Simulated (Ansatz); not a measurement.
`[SiH3]O[SiH](Cl)Cl` + H–F → `F[SiH](Cl)O[SiH3]` + HCl at 600 K and 1 bar (ligand exchange at the Si–Cl bond).

Gas-phase electronic energies from Ansatz, PBE0-D4/def2-TZVP geometries. CCSD(T)/CBS is the MP2 limit (def2-TZVPP, def2-QZVPP) plus CCSD(T) − MP2 in def2-TZVPP, frozen cores. This one scheme is used for every species. Each species was taken in one conformer, which may not be the lowest.

```
             species  CCSD(T)/CBS energy (Eh)  H − E (kJ/mol)  S (J/(mol·K))
`[SiH3]O[SiH](Cl)Cl`              -1575.48976           176.6          489.1
                 H–F               -100.39570            42.3          194.0
 `F[SiH](Cl)O[SiH3]`              -1215.52253           178.2          475.1
                 HCl               -460.38127            35.4          207.2
```

H − E and S are ideal-gas, rigid-rotor, harmonic terms from PBE0-D4/def2-TZVP, for one conformer and one mirror image of each species. 1 Eh = 2625.50 kJ/mol, R = 8.31446 J/(mol·K).

Task: By hand: ΔE, ΔH, ΔS and ΔG.

Result: ΔE = (-1215.52253) + (-460.38127) − (-1575.48976) − (-100.39570) = -0.01834 Eh = -48.2 kJ/mol. Δ(H − E) = 178.2 + 35.4 − 176.6 − 42.3 = -5.3, so ΔH = -53.5 kJ/mol. ΔS = 475.1 + 207.2 − 489.1 − 194.0 = -0.8 J/(mol·K). ΔG = -53.5 − 600 × (-0.8)/1000 = -53.0 kJ/mol.

Task: By hand: the equilibrium constant, and the temperature at which ΔG would vanish if ΔH and ΔS stayed fixed.

Result: log₁₀ K = −ΔG/(RT ln 10) = 4.6. ΔG = 0 at ΔH/ΔS = 66875 K, far beyond where these terms or the molecules hold.

The number of gas molecules stays the same, so ΔS is small and ΔH decides. A doubt of 5 kJ/mol in ΔE shifts log₁₀ K by 0.4 here. Other conformers and mirror images would add mixing entropy, several J/(mol·K) or more a flexible species. Modes under 60 cm⁻¹, often nearly free rotors, make the harmonic entropy too high. These are equilibria of isolated gas molecules and say nothing of rates. Largest T1 diagnostic: 0.011 (customary marks: 0.02 for closed shells, 0.045 for open ones).
